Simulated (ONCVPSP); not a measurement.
**sulfur ONCV: all-electron and pseudo phase curves**

```json
{
  "Element": "S (Z = 16)",
  "Generator": "ONCVPSP 4.0.1",
  "Type": "optimised norm-conserving Vanderbilt (ONCV)",
  "Functional": "LDA (Perdew-Zunger)",
  "Relativity": "scalar-relativistic",
  "Frozen core": "[He]",
  "Valence charge": "14",
  "Reference configuration": "2s2 2p6 3s1.75 3p4.25",
  "Partial waves": "2s+3s: rc 0.75 bohr, ncon 4, nbas 8, qcut 20 1/bohr, 2 projectors; 2p+3p: rc 0.70 bohr, ncon 5, nbas 8, qcut 19.2 1/bohr, 2 projectors; d scattering state at 0.13 Ha: rc 0.75 bohr, ncon 4, nbas 9, qcut 11.8 1/bohr, 1 projector",
  "Local potential": "polynomial inside 0.65 bohr (lpopt 3, dvloc0 3 Ha)",
  "Core correction": "none"
}
```

The phase is arctan(r·R′/R) of the radial function R(r), unwrapped; energies in Ha, scanned from -9 to 5 Ha. A pole is an energy at which the radial function vanishes at the test radius. The pseudo phase is shifted by a multiple of π to meet the all-electron one at the reference energy, and phase errors are pseudo minus all-electron; the curves can meet again beyond the range given. Levels narrower than the energy grid can be missing from the lists of poles.

Problem. For each channel, where are the poles, and over which energies does the pseudopotential scatter like the atom?

Solution.

```tsv
channel	radius (bohr)	reference energy (Ha)	poles, all-electron	poles, pseudo	unbroken range about the reference energy with phases within 0.05 rad	phase error 1 Ha above the reference energy (rad)
s	0.76	-0.64	-5.44	-5.44	the whole range	+0.000
p	0.71	-0.27	-3.39	-3.39	the whole range	+0.000
d	0.76	0.13	none	none	the whole range	+0.000
```

Phases in the d channel:

| E (Ha) | all-electron | pseudo |
| --- | --- | --- |
| -8.96 | 1.159 | 1.160 |
| -8.24 | 1.139 | 1.139 |
| -7.52 | 1.115 | 1.116 |
| -6.80 | 1.088 | 1.089 |
| -6.08 | 1.058 | 1.058 |
| -5.36 | 1.021 | 1.022 |
| -4.64 | 0.979 | 0.979 |
| -3.92 | 0.927 | 0.928 |
| -3.20 | 0.865 | 0.866 |
| -2.48 | 0.789 | 0.789 |
| -1.76 | 0.693 | 0.693 |
| -1.04 | 0.573 | 0.573 |
| -0.32 | 0.421 | 0.421 |
| 0.40 | 0.234 | 0.234 |
| 1.12 | 0.015 | 0.015 |
| 1.84 | -0.222 | -0.221 |
| 2.56 | -0.452 | -0.450 |
| 3.28 | -0.656 | -0.653 |
| 4.00 | -0.824 | -0.821 |
| 4.72 | -0.959 | -0.955 |
